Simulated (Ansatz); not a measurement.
Match the barriers

Saddle point of SiH5SBrO, closed shell (SiH₃BrO ([OH][SiH2][Br]) + H₂S → SiH₄SO ([OH][SiH2][SH]) + HBr; bonds formed: Si1–S7, Br2–H6; bonds broken: Si1–Br2, H6–S7), PBE0-D4/def2-TZVP structure:

Si1  (-0.706, -0.021, -0.310)
Br2  (1.863, 0.559, -1.176)
H3  (-0.474, -1.206, -1.155)
H4  (-1.940, -0.297, 0.480)
O5  (-1.026, 1.489, -0.814)
H6  (1.696, -0.491, 0.818)
S7  (0.588, -0.309, 1.615)
H8  (-0.271, 1.879, -1.275)
H9  (0.270, -1.604, 1.817)
(Å)

Program: Ansatz 0.2.0. Basis: def2-TZVPP, with def2-QZVPP for the basis limit. Cores are frozen in the correlated methods. Filled d shells of the heavier atoms are correlated. The def2 sets are not built for correlating such inner shells, so the correlated values are less sure here. Extrapolation: Hartree–Fock as exp(−7.88 √X), correlation as X^−2.97. Four methods, as single points on the PBE0-D4 structures, gave these electronic barriers from the start structure: 17.20, 26.00, 31.49, 40.96 kcal/mol.

Task: The methods were, in alphabetical order, CCSD(T), HF, PBE0-D4, SPW92. Which gave which? (Judge from chemistry; the calculation decides.)

Result: By the calculation: SPW92 17.20; PBE0-D4 26.00; CCSD(T) 31.49; HF 40.96 kcal/mol. For comparison, CCSD(T) at an estimated basis limit (MP2 extrapolated from triple and quadruple zeta, plus CCSD(T) − MP2 in triple zeta) gives 30.10 kcal/mol.

The T1 diagnostic stays at or below 0.012.

Labels in which every atom is bracketed show which atoms are joined, not bond orders.

For scale, one of the runs: CCSD(T)/def2-TZVPP, 233 basis functions, launched by `ansatz run in.yaml --threads 8 --pin off --events-out ev --progress --plain --max-ram 19148MiB`. The run took 23 s on 8 CPU threads of an AMD EPYC 9R45 (shared host), with 4 GiB of host memory at its peak.
